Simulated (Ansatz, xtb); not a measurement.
# A geometry optimisation of BHOSe with r2SCAN-D4/def2-SVP

The starting geometry of this gas-phase singlet has its atoms placed at random; its bonds are those of `O=B[SeH]`.

```yaml
atoms:
  - { symbol: B, position_ang: [0.2388, 0.4437, 0.5482] }
  - { symbol: O, position_ang: [-0.5345, 1.2102, -0.3322] }
  - { symbol: Se, position_ang: [0.7181, -1.3938, -0.7345] }
  - { symbol: H, position_ang: [-0.7271, -0.9820, -0.6007] }
```

Problem. Guess where an optimisation with r2SCAN-D4/def2-SVP ends from this start.

Solution. It ends as `O=B[SeH]`. Distances that change by over a tenth: B1–O2 (1.40 → 1.21 Å), B1–Se3 (2.29 → 1.90 Å).

The energy falls by 3.76 eV over 9 steps:

```tsv
step	E − E(last) (eV)
1	3.761
2	1.860
3	0.815
4	0.317
5	0.131
6	0.063
7	0.002
8	0.001
9	0.000
```

Final geometry (Å):

```yaml
atoms:
  - { symbol: B, position_ang: [0.0556, 0.5152, -0.0397] }
  - { symbol: O, position_ang: [-0.2677, 1.6570, 0.2019] }
  - { symbol: Se, position_ang: [0.6253, -1.2659, -0.3989] }
  - { symbol: H, position_ang: [-0.7177, -1.6282, -0.8825] }
```

From the same start GFN2-xTB reaches the same bonding as this run.

From so rough a start the end depends on the optimiser's path, so another program may land elsewhere. The end wasn't checked by frequencies. Run with Ansatz 0.2.0, 9 s on 2 threads of Arm Neoverse V1, on a shared host.
